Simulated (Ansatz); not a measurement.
CrCl2. The state is a quintet with charge 0. Geometry PBE-D4/def2-TZVP; atoms count from 1.

```csv
atom,x (Å),y (Å),z (Å)
Cr1,0.000,0.000,0.000
Cl2,1.596,0.242,1.455
Cl3,-1.597,-0.242,-1.455
```

Problem. Estimate the Mulliken populations from the PBE0/def2-TZVP orbitals of Ansatz.

Solution. 
| atom | charge (e) | spin (α − β) | d electrons |
| --- | --- | --- | --- |
| Cr1 | 0.76 | 4.16 | 4.48 |
| Cl2 | -0.38 | -0.08 | – |
| Cl3 | -0.38 | -0.08 | – |
Mulliken values depend strongly on the basis.

Problem. Where does the spin sit?

Solution. Summed by element: Cr 4.16, Cl -0.16, of 4 unpaired in all. Largest on single atoms: Cr1 4.16, Cl2 -0.08, Cl3 -0.08.

Problem. And the Mayer bond orders between heavy atoms (over 0.3)?

Solution. Cr1–Cl2 1.07 (2.17 Å); Cr1–Cl3 1.07 (2.17 Å).
